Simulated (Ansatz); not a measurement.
One change: `O[B-]1(Cl)OC(C(F)(F)F)=CC(C(F)(F)F)=[O+]1` becomes `[CH3][Mg-]1[O]C(C(F)(F)F)=CC(C(F)(F)F)=[O+]1`.

Ansatz, PBE0-D4/def2-TZVP geometries, multiplicity 1. Each molecule was computed in one conformer, which needn't be the lowest.

```json
{"property": "HOMO–LUMO gap (ωB97M-V/def2-TZVPP) / eV", "`O[B-]1(Cl)OC(C(F)(F)F)=CC(C(F)(F)F)=[O+]1`": "9.32"}
{"property": "LUMO energy (ωB97M-V/def2-TZVPP) / eV", "`O[B-]1(Cl)OC(C(F)(F)F)=CC(C(F)(F)F)=[O+]1`": "-1.65"}
{"property": "size of the dipole moment (B3LYP/def2-TZVPP) / D", "`O[B-]1(Cl)OC(C(F)(F)F)=CC(C(F)(F)F)=[O+]1`": "2.31"}
{"property": "LUMO energy (PBE0/def2-TZVPP) / eV", "`O[B-]1(Cl)OC(C(F)(F)F)=CC(C(F)(F)F)=[O+]1`": "-3.78"}
{"property": "size of the dipole moment (PBE/def2-TZVPP) / D", "`O[B-]1(Cl)OC(C(F)(F)F)=CC(C(F)(F)F)=[O+]1`": "2.09"}
{"property": "HOMO energy (ωB97M-V/def2-TZVPP) / eV", "`O[B-]1(Cl)OC(C(F)(F)F)=CC(C(F)(F)F)=[O+]1`": "-10.97"}
```

Problem. Give the same properties after the change, and the shifts. (Estimate.)

Solution. Ansatz gave: 
```tsv
property	`[CH3][Mg-]1[O]C(C(F)(F)F)=CC(C(F)(F)F)=[O+]1`	shift
HOMO–LUMO gap (ωB97M-V/def2-TZVPP) / eV	8.42	-0.90
LUMO energy (ωB97M-V/def2-TZVPP) / eV	-0.96	0.69
size of the dipole moment (B3LYP/def2-TZVPP) / D	1.00	-1.31
LUMO energy (PBE0/def2-TZVPP) / eV	-3.07	0.71
size of the dipole moment (PBE/def2-TZVPP) / D	0.80	-1.29
HOMO energy (ωB97M-V/def2-TZVPP) / eV	-9.39	1.58
```

With PBE0 the HOMO rises by 1.62 eV and the LUMO rises by 0.71 eV, so the gap narrows by about 0.91 eV. PBE moves the HOMO by 1.39 eV and ωB97M-V by 1.58 eV. Dipoles are sizes alone; their direction can turn.

B3LYP here is the variant with VWN-RPA as its local correlation; programs differ in this.
